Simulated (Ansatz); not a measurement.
A structure relaxed at r2SCAN-D4/def2-TZVPD in Ansatz, charge -1, doublet:

```xyz
4

Na   -0.740   -0.063    1.294
Na    0.597    0.210   -1.350
S     1.330    1.455    0.824
S    -1.187   -1.601   -0.767
```

(1) Give its formula and point group.

(2) Summarise the bond lengths by kind (pairs closer than 1.2 times the sum of covalent radii, bridged metal pairs left out).

Results:

(1) Na2S2⁻ (the lowest doublet isomer of a short search). Point group C2v (tolerance 0.1 Å).

(2) 4 × Na–S 2.61 Å.

Another isomer (doublet) lies 0.12 eV lower at PBE0-D4/def2-TZVPD.
